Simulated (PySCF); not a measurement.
Two species compared at the same levels of theory.

First species: Mo(CtBu)(OH)3, C5H12MoO3 (singlet state).
SMILES: `CC(C)(C)[C]#[Mo]([OH])([OH])[OH]`

Second species: MoOF4 (singlet state).
SMILES: `[O]=[Mo]([F])([F])([F])[F]`

Levels: CAM-B3LYP/def2-SVPD for HOMO energy, LUMO energy, HOMO–LUMO gap and static isotropic polarisability; TDDFT CAM-B3LYP/def2-SVPD for lowest singlet excitation; TDA CAM-B3LYP/def2-SVPD for lowest triplet excitation (Tamm–Dancoff). Geometries: PBE0-D3(BJ)/def2-SVP. Each species is one conformer at its optimised geometry, gas phase (atoms past krypton carry core potentials, spin–orbit coupling is left out); the electronic structure was computed with PySCF and density fitting.

Values for the first species:

```
HOMO energy                              : -8.02 eV
LUMO energy                              : 0.13 eV
HOMO–LUMO gap                            : 8.15 eV
Lowest singlet excitation                : 3.67 eV
Lowest triplet excitation (Tamm–Dancoff) : 3.07 eV
Static isotropic polarisability          : 114.9 au
```

**Question.** Estimate the same properties for the second species, and the change in each.

**Answer.** 
```csv
property,first,second,second less first
HOMO energy,-8.02 eV,-13.63 eV,-5.61 eV
LUMO energy,0.13 eV,-4.11 eV,-4.24 eV
HOMO–LUMO gap,8.15 eV,9.52 eV,+1.37 eV
lowest singlet excitation,3.67 eV,5.09 eV,+1.42 eV
lowest triplet excitation (Tamm–Dancoff),3.07 eV,4.89 eV,+1.82 eV
static isotropic polarisability,114.9 au,43.4 au,-71.5 au
```

On the first: The vertical singlet–triplet gap S1 − T1 is 0.60 eV (TDDFT singlet less Tamm–Dancoff triplet). S1 lies 4.48 eV below the HOMO–LUMO gap. Atoms past krypton carry effective core potentials; spin–orbit coupling is left out.

On the second: S1 lies 4.43 eV below the HOMO–LUMO gap. No computed singlet falls in the visible range (750 to 380 nm, 1.65 to 3.26 eV); S1 lies 1.83 eV above its blue end. Atoms past krypton carry effective core potentials; spin–orbit coupling is left out.
